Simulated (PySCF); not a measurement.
# Checking a proposed structure

A compound C3H11NOSi4 gives the data below (simulated from a calculation) and was assigned the structure `CCO[Si]1(C#N)[SiH2][SiH2][SiH2]1`.

$^{13}$C{$^{1}$H} NMR (computed): δ 124.4 (C), 54.5 (CH3), -8.0 (CH3).

$^{1}$H NMR (300 MHz, computed): δ 5.06 (m, 1H), 4.34 (m, 1H), 4.06 (m, 1H), 4.00 (m, 1H), 3.86 (m, 1H), 3.76 (s, 3H), 0.40 (d, 3H).

[PySCF 2.14: σ from GIAO-PBE0/pcSseg-1; GFN2-xTB structure; in vacuum; non-relativistic; single conformer; fast rotation and ring inversion assumed for equivalent nuclei]

Chemical shifts δ = σref − σ; $^{1}$H (σref 31.72) and $^{13}$C (σref 186.93) vs TMS, all at this level.

(1) Compare with the shifts computed for the proposed structure, pairing carbons in order of shift.

(2) Which isomer fits?

## Answers

(1) Mapped SMILES: `[CH3:1][CH2:2][O:3][Si:4]1([C:5]#[N:6])[SiH2:7][SiH2:8][SiH2:9]1` (H(Xn): hydrogen on atom n).

| atom | computed for proposal | given list | difference |
| --- | --- | --- | --- |
| C5 | 124.9 | 124.4 | +0.5 |
| C2 | 64.1 | 54.5 | +9.6 |
| C1 | 20.3 | -8.0 | +28.3 |

The rms difference is 17.3 ppm and the largest +28.3 ppm at C1 (methyl carbon). The carbon types in order of shift don't match either: C, CH2, CH3 for the proposal against C, CH3, CH3 in the data. The proposal doesn't fit.

(2) `[SiH2]1[SiH2][Si@@](OC)(C#N)[Si@H]1C`.

- Carbon types of the structure: 1 × C, 2 × CH3, leaving 5 H on heteroatoms.
- δC 124.4: nitrile carbon; this is the usual window of a C≡N carbon, which has no attached hydrogen.
- δC 54.5: methyl carbon bonded to O; deshielded by the electronegative neighbour.
- δC -8.0: methyl carbon bonded to Si; an electropositive neighbour leaves it electron-rich and shielded.
- δH 0.40: hydrogen on a methyl carbon bonded to Si; an electropositive neighbour shields it, as in TMS itself.

Other isomers checked: [SiH3][SiH]([SiH3])[SiH2]c1ncco1 (rms 102.7 ppm).

This is the structure that produced the data.

Shifts are as computed. Against solution values, carbons near 30 ppm lie about +3 ppm off and those near 130 ppm about +5 ppm. Of 1309 compounds with measured shifts, 239 miss one by over three times the rms of a fit or turn the order of signals round; such compounds aren't used in these exercises. No couplings were computed; multiplicities are counted from neighbouring protons, with m where these are inequivalent, close in shift, in a saturated or five-membered ring or joined by F or P, and br s for small geminal =CH2 splittings.
